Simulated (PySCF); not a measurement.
HCl3OZr, charge +1, doublet, geometry from GFN2-xTB (such geometries of metal compounds can be far from the true shape) (the multiplicity is a formal guess) (core potentials on Zr); DF-B3LYP/def2-SVP in PySCF.

Input for PySCF:
```python
from pyscf import gto, scf, dft

mol = gto.Mole()
mol.atom = '''
    Zr   -0.360074    0.208236    0.005845
    Cl    1.551146    1.231524   -0.735115
    Cl    0.514336   -0.636595    1.947641
    Cl   -0.153000   -1.700946   -1.243573
    O    -1.919354    1.109991    0.031159
    H    -2.754422    1.592923    0.044715
'''
mol.basis = 'def2-svp'
mol.ecp = {'Zr': 'def2-svp'}
mol.charge = 1
mol.spin = 1
mol.verbose = 5
mol.build()

mf = dft.UKS(mol)
mf.xc = 'b3lyp'
mf = mf.density_fit(auxbasis='def2-universal-jkfit')
mf.kernel()
```

What the program printed (banner, timings and long lists left out):

```
PySCF version 2.14.0

[INPUT] verbose = 5
[INPUT] max_memory = 4000
[INPUT] num. atoms = 6
[INPUT] num. electrons = 71
[INPUT] charge = 1
[INPUT] spin (= nelec alpha-beta = 2S) = 1
[INPUT] symmetry False subgroup None
[INPUT] Mole.unit = angstrom
[INPUT] Symbol           X                Y                Z      unit          X                Y                Z       unit  Magmom
[...]
[INPUT] ---------------- BASIS SET ----------------
[INPUT] l, kappa, [nprim/nctr], expnt,             c_1 c_2 ...
[INPUT] H
[...]
                                1.9622572         0.13796524
                                0.44453796        0.47831935
[...]
[INPUT] O
[...]
                                340.87010191      -0.03989003923
                                77.363135167      -0.17853911985
                                21.47964494       -0.46427684959
                                6.6589433124      -0.44309745172
[...]
                                3.863550544       0.23094120765
                                1.0480920883      0.51375311064
[...]
[INPUT] Zr
[...]
                                4.28727           -0.95241333244
                                1.464137          -0.13703926411
[...]
                                2.119901          0.45883133891
                                0.78845821105     0.58853912475
                                0.36332579847     0.35822232244
[...]
                                1.3615557498      0.1969242352
                                0.56937550689     0.42057831659
                                0.22674948677     0.42757027999
[...]
[INPUT] Cl
[...]
                                1571.7365221      0.014754727977
                                357.12065523      0.066679112875
                                100.25185935      0.17228924084
                                30.812727554      0.158837861
[...]
                                5.7045760975      0.60841752753
                                2.3508376809      0.54352153355
[...]
                                72.102015515      -0.063563355471
                                22.532680262      -0.24016428276
                                7.8991765444      -0.47798866557
                                2.8767268321      -0.38515850005
[...]
nuclear repulsion = 376.877250260371
number of shells = 44
number of NR pGTOs = 196
number of NR cGTOs = 104
basis = def2-svp
ecp = {'Zr': 'def2-svp'}

******** <class 'pyscf.df.df_jk.DFUKS'> ********
method = DFUKS
initial guess = minao
damping factor = 0
level_shift factor = 0
DIIS = <class 'pyscf.scf.diis.CDIIS'>
diis_start_cycle = 1
diis_space = 8
diis_damp = 0
SCF conv_tol = 1e-09
SCF conv_tol_grad = None
SCF max_cycles = 50
direct_scf = False
number electrons alpha = 36  beta = 35
XC library pyscf.dft.libxc version 7.1.2
    S. Lehtola, C. Steigemann, M. J. T. Oliveira, and M. A. L. Marques,  SoftwareX 7, 1–5 (2018)
XC functionals = b3lyp
    P. J. Stephens, F. J. Devlin, C. F. Chabalowski, and M. J. Frisch,  J. Phys. Chem. 98, 11623 (1994)
radial grids:
    Treutler-Ahlrichs [JCP 102, 346 (1995); DOI:10.1063/1.469408] (M4) radial grids

becke partition: Becke, JCP 88, 2547 (1988); DOI:10.1063/1.454033
pruning grids: <function nwchem_prune>
grids dens level: 3
symmetrized grids: False
atomic radii adjust function: <function treutler_atomic_radii_adjust>
small_rho_cutoff = 0
Set gradient conv threshold to 3.16228e-05
Density of valence part of ANO basis will be used as initial guess for Zr
atom Zr rad-grids = 95, ang-grids = [ 50  50  50  50  50  50  50  50  50  50  50  50  50  50  50  50  50  50
  50  50  50  50  50  50  50  50  50  50  86  86  86  86  86  86  86  86
  86  86  86  86  86  86  86  86 350 350 350 350 350 350 350 350 350 350
 350 434 434 434 434 434 434 434 434 434 434 434 434 434 434 434 434 434
 434 434 434 434 350 350 350 350 350 350 350 350 350 350 350 350 350 350
 350 350 350 350 350]
atom Cl rad-grids = 80, ang-grids = [ 50  50  50  50  50  50  50  50  50  50  50  50  50  50  50  50  50  50
  50  50  50  50  50  50  86  86  86  86  86  86  86  86  86  86  86  86
  86 350 350 350 350 350 350 350 350 350 434 434 434 434 434 434 434 434
 434 434 434 434 434 434 434 434 434 434 350 350 350 350 350 350 350 350
 350 350 350 350 350 350 350 350]
atom O rad-grids = 75, ang-grids = [ 50  50  50  50  50  50  50  50  50  50  50  50  50  50  50  50  50  50
  50  50  50  50  50  86  86  86  86  86  86  86  86  86 266 266 266 266
 266 266 266 302 302 302 302 302 302 302 302 302 302 302 302 302 302 302
 302 302 302 302 302 266 266 266 266 266 266 266 266 266 266 266 266 266
 266 266 266]
atom H rad-grids = 50, ang-grids = [ 50  50  50  50  50  50  50  50  50  50  50  50  50  50  50  86  86  86
  86 266 266 266 266 266 302 302 302 302 302 302 302 302 302 302 302 302
 302 266 266 266 266 266 266 266 266 266 266 266 266 266]
tot_boxes 3136, boxes in each direction [14 12 12]
Padding 0 grids
tot grids = 102920
nelec by numeric integration = [35.6520911 35.6520911]
******** <class 'pyscf.df.df.DF'> ********
auxbasis = def2-universal-jkfit
num shells = 194, num cGTOs = 734
size of aux basis 734
int3c2e [1/1], AO [0:44], nrow = 5460
E1 = -2816.011248535899  E2 = 941.6670799889793  Ecoul = 1040.5607728829423  Exc = -98.89369289396305
init E= -1497.46691828655
cond(S) = 339.86022527377776

  alpha mo_energy =
[-1.01732661e+02 -1.01732640e+02 -1.01732640e+02 -1.96109602e+01
 -9.70754035e+00 -9.70725950e+00 -9.70725925e+00 -7.46875732e+00
 -7.46874146e+00 -7.46873198e+00 -7.46523490e+00 -7.46522880e+00
 -7.46522255e+00 -7.46521526e+00 -7.46520564e+00 -7.46520407e+00
 -2.63413472e+00 -1.78778328e+00 -1.74537071e+00 -1.74537050e+00
 -1.33040768e+00 -1.06919856e+00 -1.05002466e+00 -1.05002441e+00
 -8.55134477e-01 -7.10521810e-01 -7.10521305e-01 -6.13867681e-01
 -6.13867451e-01 -6.08146725e-01 -5.92674195e-01 -5.92673232e-01
 -5.83020176e-01 -5.36457825e-01 -5.36457677e-01 -5.25817380e-01
[...]
  1.08522329e+00  1.34830963e+00  1.41457278e+00  1.41457292e+00
  1.51852564e+00  2.08365841e+00  2.40194718e+00  2.40195977e+00
  2.79335778e+00  2.79335860e+00  3.54130510e+00  3.25939306e+01]
  beta  mo_energy =
[-1.01732260e+02 -1.01732244e+02 -1.01732221e+02 -1.93623617e+01
 -9.68755749e+00 -9.68754707e+00 -9.68752507e+00 -7.45007881e+00
 -7.45007263e+00 -7.45005102e+00 -7.44974767e+00 -7.44972685e+00
 -7.44971072e+00 -7.44727875e+00 -7.44726523e+00 -7.44723948e+00
 -2.37978741e+00 -1.53572181e+00 -1.51684081e+00 -1.51683945e+00
 -1.16677274e+00 -1.02051049e+00 -1.01295894e+00 -1.01294658e+00
 -7.31579407e-01 -6.02926737e-01 -6.02919301e-01 -5.84493342e-01
 -5.70626611e-01 -5.70618028e-01 -5.63942814e-01 -5.49272007e-01
 -5.49265032e-01 -5.27646870e-01 -5.27638244e-01 -4.74666512e-01
 -2.69939511e-01 -2.69936866e-01 -2.36096769e-01 -2.03478235e-01
 -2.03476936e-01 -1.65516806e-01 -1.15160027e-01 -1.09632524e-01
 -1.09630183e-01 -2.67473139e-02 -2.56626974e-03  1.68760792e-02
  1.68784774e-02  5.41871784e-02  5.41900173e-02  5.99377914e-02
  1.41150023e-01  1.41153398e-01  2.06692999e-01  3.98135789e-01
  4.00420939e-01  4.29996154e-01  4.30002765e-01  4.55885723e-01
  4.55889782e-01  4.61288750e-01  4.61296994e-01  4.67326928e-01
  4.95155176e-01  5.54988956e-01  5.62735971e-01  5.62745022e-01
  5.71616737e-01  5.71623458e-01  5.78928841e-01  6.09172130e-01
  6.14796097e-01  6.14802265e-01  7.00804553e-01  7.00816186e-01
  7.07424493e-01  7.45663649e-01  8.16398294e-01  8.16400521e-01
  8.44868518e-01  8.44872200e-01  8.59896516e-01  8.91453390e-01
  9.39606828e-01  9.39610979e-01  9.46216330e-01  9.80670702e-01
  9.83646118e-01  9.83649844e-01  1.05825428e+00  1.05826102e+00
  1.08636849e+00  1.35236028e+00  1.41472418e+00  1.41472453e+00
  1.51816854e+00  2.08356578e+00  2.40181933e+00  2.40183189e+00
  2.79325249e+00  2.79325307e+00  3.54122725e+00  3.25982076e+01]
multiplicity <S^2> = 0.76022136  2S+1 = 2.0101954
nelec by numeric integration = [36.00000202 35.00000188]
E1 = -2825.4344633846695  E2 = 945.6138334615563  Ecoul = 1045.0889167934347  Exc = -99.4750833318784
cycle= 17 E= -1502.94337966274  delta_E= -7.78e-10  |g|= 1.53e-05  |ddm|= 6.78e-05
  alpha mo_energy =
[-1.01734930e+02 -1.01734914e+02 -1.01734912e+02 -1.93623240e+01
 -9.69003880e+00 -9.69003506e+00 -9.69003245e+00 -7.45806315e+00
 -7.45805484e+00 -7.45804467e+00 -7.45165783e+00 -7.45164991e+00
 -7.45164453e+00 -7.44881819e+00 -7.44880800e+00 -7.44880212e+00
 -2.37804452e+00 -1.53472036e+00 -1.51449379e+00 -1.51449333e+00
 -1.16669000e+00 -1.03824403e+00 -1.03172381e+00 -1.03171920e+00
 -7.31533639e-01 -6.06890018e-01 -6.06887784e-01 -5.92629129e-01
 -5.92620410e-01 -5.89894388e-01 -5.69217041e-01 -5.64024584e-01
 -5.64021880e-01 -5.54362475e-01 -5.39056757e-01 -5.39047416e-01
 -2.73196186e-01 -2.73190529e-01 -2.36000268e-01 -2.03661174e-01
 -2.03660619e-01 -1.65891153e-01 -1.16155331e-01 -1.11628769e-01
 -1.11626582e-01 -2.68230090e-02 -3.67319210e-03  1.57588999e-02
  1.57611077e-02  5.20584408e-02  5.20617623e-02  5.91714798e-02
  1.38421287e-01  1.38429381e-01  2.06482903e-01  3.86629997e-01
  3.89652693e-01  4.23479641e-01  4.23485169e-01  4.47420858e-01
  4.47425005e-01  4.57822072e-01  4.57824768e-01  4.66053246e-01
  4.89864576e-01  5.32776014e-01  5.39840432e-01  5.39842881e-01
  5.53007272e-01  5.53013903e-01  5.65887009e-01  5.99327965e-01
  5.99331624e-01  6.04455391e-01  6.88157772e-01  6.96496607e-01
  6.96502085e-01  7.44184149e-01  8.06375887e-01  8.06384602e-01
  8.43866846e-01  8.43869812e-01  8.58011158e-01  8.82868984e-01
  9.37691891e-01  9.37696323e-01  9.46473842e-01  9.76203950e-01
  9.76213836e-01  9.80033896e-01  1.05322262e+00  1.05322653e+00
  1.08522341e+00  1.34830970e+00  1.41457285e+00  1.41457322e+00
  1.51852573e+00  2.08365862e+00  2.40194735e+00  2.40195994e+00
  2.79335798e+00  2.79335874e+00  3.54130527e+00  3.25939303e+01]
  beta  mo_energy =
[-1.01732253e+02 -1.01732236e+02 -1.01732234e+02 -1.93623610e+01
 -9.68754792e+00 -9.68754153e+00 -9.68753912e+00 -7.45007417e+00
 -7.45006640e+00 -7.45006085e+00 -7.44973684e+00 -7.44972908e+00
 -7.44971824e+00 -7.44726966e+00 -7.44725929e+00 -7.44725344e+00
 -2.37978761e+00 -1.53572194e+00 -1.51684065e+00 -1.51683992e+00
 -1.16677239e+00 -1.02051027e+00 -1.01295387e+00 -1.01295124e+00
 -7.31579168e-01 -6.02924393e-01 -6.02921307e-01 -5.84493257e-01
 -5.70624319e-01 -5.70619985e-01 -5.63942645e-01 -5.49271712e-01
 -5.49264847e-01 -5.27647525e-01 -5.27637235e-01 -4.74666290e-01
 -2.69939430e-01 -2.69937023e-01 -2.36096774e-01 -2.03477817e-01
 -2.03477341e-01 -1.65516744e-01 -1.15159953e-01 -1.09632099e-01
 -1.09630564e-01 -2.67472265e-02 -2.56619903e-03  1.68760284e-02
  1.68785528e-02  5.41872159e-02  5.41900460e-02  5.99378522e-02
  1.41150005e-01  1.41153511e-01  2.06693046e-01  3.98135932e-01
  4.00421062e-01  4.29999172e-01  4.30000003e-01  4.55886940e-01
  4.55888673e-01  4.61291431e-01  4.61294578e-01  4.67327064e-01
  4.95155239e-01  5.54989171e-01  5.62740146e-01  5.62741263e-01
  5.71620157e-01  5.71620446e-01  5.78929048e-01  6.09172269e-01
  6.14798341e-01  6.14800414e-01  7.00807160e-01  7.00813947e-01
  7.07424679e-01  7.45663691e-01  8.16398066e-01  8.16401081e-01
  8.44869609e-01  8.44871321e-01  8.59896614e-01  8.91453434e-01
  9.39608151e-01  9.39609896e-01  9.46216379e-01  9.80670804e-01
  9.83646847e-01  9.83649335e-01  1.05825752e+00  1.05825792e+00
  1.08636862e+00  1.35236035e+00  1.41472414e+00  1.41472477e+00
  1.51816863e+00  2.08356597e+00  2.40181968e+00  2.40183224e+00
  2.79325281e+00  2.79325334e+00  3.54122751e+00  3.25982073e+01]
multiplicity <S^2> = 0.76022147  2S+1 = 2.0101955
nelec by numeric integration = [36.00000202 35.00000188]
E1 = -2825.43444784218  E2 = 945.6138179190805  Ecoul = 1045.0888999255124  Exc = -99.47508200643183
Extra cycle  E= -1502.94337966273  delta_E= 1.39e-11  |g|= 3.19e-05  |ddm|= 8.92e-05
converged SCF energy = -1502.94337966273  <S^2> = 0.76022147  2S+1 = 2.0101955
```
